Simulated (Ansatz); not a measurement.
Species: sum formula HSF2, net charge 1, singlet state. It need not be the lowest isomer of its formula. SMILES: F[SH+]F
Structure (B3LYP-D3(BJ)/def2-TZVP (Ansatz, a program for electronic structure) minimum search):
```xyz
4

F     -1.1826    -0.4559     0.1935
S     -0.0085     0.4211    -0.2493
F      1.1977    -0.4304     0.1552
H      0.0004     1.2393     0.8511
```
Charge +1, spin multiplicity 1.

Property: vertical ionisation energy (to the doublet state of charge +2; each state is the SCF solution reached for its spin), in eV. Cores are frozen in the correlated levels unless marked. Open shells are spin-unrestricted. Spin-orbit coupling is left out. Non-relativistic. CBS marks a two-point X^-3 extrapolation of the correlation energy; Hartree-Fock from the larger set. The bracket is a focal-point correction in the basis named.

RI-MP2/CBS(aug-cc-pV(T+d)Z,aug-cc-pV(Q+d)Z)+[CCSD(T)-MP2]/aug-cc-pV(T+d)Z (Ansatz) gives 21.24 eV.

Q: Another calculation gave 20.95 eV. Which level was it?
A. CAM-B3LYP/def2-TZVPD (Ansatz)
B. PBE/def2-TZVPD (Ansatz)
C. B3LYP/def2-TZVPD (Ansatz)
D. r2SCAN/def2-TZVPD (Ansatz)

A: C, B3LYP/def2-TZVPD (Ansatz). The others give 20.68 (r2SCAN), 21.07 (CAM-B3LYP), 20.50 (PBE) eV.
